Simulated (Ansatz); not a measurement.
```yaml
crystal:
  periodic: [true, true, true]
  atoms:
    - {symbol: C, position_ang: [-0.050745, 1.705027, -0.129297]}
    - {symbol: C, position_ang: [-0.622647, 0.421913, 0.291718]}
    - {symbol: N, position_ang: [0.296252, -0.573382, 0.477510]}
    - {symbol: Al, position_ang: [0.480588, -2.222127, -0.354423]}
    - {symbol: H, position_ang: [-0.792865, 2.490255, -0.343011]}
    - {symbol: H, position_ang: [0.507028, 1.534741, -1.079818]}
    - {symbol: H, position_ang: [0.735292, 2.098713, 0.572145]}
    - {symbol: H, position_ang: [-1.249380, 0.610692, 1.220053]}
    - {symbol: H, position_ang: [-1.366925, 0.065724, -0.439828]}
    - {symbol: H, position_ang: [1.046202, -0.392169, 1.211427]}
    - {symbol: H, position_ang: [1.606500, -3.092308, 0.067610]}
    - {symbol: H, position_ang: [-0.587178, -2.491917, -1.467507]}
basis:
  gaussian: {orbitals: def2-mTZVP}
hamiltonian: {xc: {name: B2PLYP}}
```

```sh
$ ansatz run in.yaml --threads 2 --pin off --events-out ev --progress --plain --max-ram 4352MiB
```

Shortened log:

```
Error: YAML parse error: error: line 2 column 3: crystal: missing field `lattice` (a structure is typed as `lattice` and `atoms`, a molecule's as `atoms` in Å alone, or read from a run's directory, `checkpoint`)
 --> <input>:2:3
1 | crystal:
2 |   periodic: [true, true, true]
3 |   atoms:
4 |     - {symbol: C, position_ang: [-0.050745, 1.705027, -0.129297]}
```

Question: Something in this input is off. What?

Answer: The molecule is marked periodic without a cell. The program refused the input.
